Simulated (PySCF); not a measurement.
ClGeH5OSi, SMILES Cl[SiH2][O][GeH3]. Atoms are numbered in the order given.

```xyz
9

Si     1.5426     0.1910    -0.6824
Cl     1.6113     1.0029     1.2306
O      0.0446    -0.4130    -0.9548
Ge    -1.5018    -0.4783    -0.0566
H      2.5613    -0.8889    -0.7457
H      1.8537     1.2850    -1.6391
H     -1.9481     0.9601     0.2484
H     -2.4729    -1.1845    -1.0106
H     -1.2801    -1.2856     1.2316
```

Geometry: PBE0-D3(BJ)/def2-SVP. The structure was generated by enumeration, and PubChem lists no compound with its InChIKey, so it may never have been made. The values are those of a single conformer.

Two levels are set side by side: PBE/pcSseg-1 (PySCF) and B3LYP/pcSseg-1 (PySCF). GIAO shifts against GeH4 (⁷³Ge), H2O (¹⁷O), HCl (³⁵Cl), TMS (²⁹Si), TMS (¹H) at the same level; non-relativistic, no solvent, atoms listed together averaged. Without spin–orbit terms, shifts of atoms bonded to Cl or Br come out too high at both levels. Differences are taken from unrounded values.

```tsv
quantity	PBE
δ(²⁹Si) of Si1 (ppm)	-11.1
δ(³⁵Cl) of Cl2 (ppm)	64.0
δ(¹⁷O) of O3 (ppm)	43.8
δ(⁷³Ge) of Ge4 (ppm)	262.6
δ(¹H) of H5, H6 (ppm)	6.07
```

### Question
These are the PBE values. What does B3LYP give? (An estimate is asked for; the answer gives what the named calculation found.)

### Answer

```tsv
quantity	B3LYP	PBE minus B3LYP
δ(²⁹Si) of Si1 (ppm)	-16.7	5.6
δ(³⁵Cl) of Cl2 (ppm)	42.6	21.4
δ(¹⁷O) of O3 (ppm)	35.0	8.8
δ(⁷³Ge) of Ge4 (ppm)	241.8	20.8
δ(¹H) of H5, H6 (ppm)	5.71	0.37
```

Rough cost on one machine, each run with all the roots and properties that it gave: B3LYP against PBE within a factor of 2.
